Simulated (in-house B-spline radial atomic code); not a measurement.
Values are calculated unless marked as measured or tabulated.
## Ta in an electron gas of r_s = 2.2: phase shifts, screening, friction and resistivity

A nucleus sits in a uniform electron gas with a rigid positive background. The Kohn-Sham equations are solved self-consistently in the spin-unpolarised LDA (PW92), non-relativistic, on B-splines with outgoing waves at the boundary and partial waves to l = 8. The model has no lattice, no bands and no magnetic solution. Atomic units; δ_l are the phase shifts at the Fermi level, counted so that each bound state adds π, and good to about 0.0005. Heavy atoms are models without relativity.

The density parameter is r_s = 2.2 bohr, near that of the valence electrons of Ga (3 per atom, density 5.91 g/cm³, mass 69.72 u, which gives r_s = 2.19).

```tsv
l	δ_l (rad)
0	14.9231
1	12.2789
2	8.1282
3	3.1707
4	0.0057
5	0.0007
6	-0.0002
7	-0.0004
8	-0.0004
```

Bound levels below the band bottom (hartree): p -13.09, d -7.633, s -1.613, p -0.781, f -0.5688 and deeper ones.

**Question.** Check the Friedel sum rule, and say where the screening charge sits.

**Answer.** k_F = (9π/4)^(1/3)/r_s = 0.87234. The rule is Z = (2/π) Σ (2l + 1) δ_l. The terms are s 9.500, p 23.451, d 25.873, f 14.130 and 0.028 beyond, in all 72.982 against Z = 73. Bound states hold 10 s, 24 p, 20 d and 14 f electrons, so the scattering states carry 4.98 in all; where a term is smaller than its bound count, the bound level has drawn weight out of the band.

**Question.** Find the transport cross section and the electronic stopping of a 1 keV Ta ion (mass 180.95 u).

**Answer.** σ_tr = (4π/k_F²) Σ (l + 1) sin²(δ_l − δ_(l+1)). The terms for l = 0 to 3 are 0.2277, 1.4326, 2.8233, 0.0022, all together 4.4860, so σ_tr = 16.513 × 4.4860 = 74.078 bohr². With n = 3/(4π r_s³) = 0.02242, the friction coefficient is Q = n k_F σ_tr = 1.4488. For v well below v_F = 0.872, dE/dx = Q v; with 24801 eV per u at v = 1, v = √(1000/(24801 × 180.95)) = 0.0149, so dE/dx = 0.02163 hartree/bohr = 11.1 eV/nm. The largest term couples the d and f waves.

**Question.** What residual resistivity would 1 atomic per cent of such centres give in Ga?

**Answer.** Δρ = k_F n_i σ_tr/n in atomic units of 21.74 μΩ·cm. With one host atom per 3 electrons, n_i/n = 0.01/3, so Δρ = 0.8723 × 0.00333 × 74.078 × 21.74 = 4.68 μΩ·cm. This is an atom added to the gas, as on an interstitial site.

**Question.** On a substitutional site the background of one host ion, a sphere holding 3 charges, is taken out. The phase shifts for l = 0 to 4 become 14.6477, 12.0499, 7.5046, 3.1065, -0.0097. What follows?

**Answer.** The Friedel sum is now 69.99, for Z − 3 = 70. The sum in σ_tr is 4.9286, so σ_tr = 81.39 bohr² and Δρ = 5.14 μΩ·cm per atomic per cent, 1.10 times the value above. A real host ion scatters too, so this model doesn't give zero even for the host's own atom.
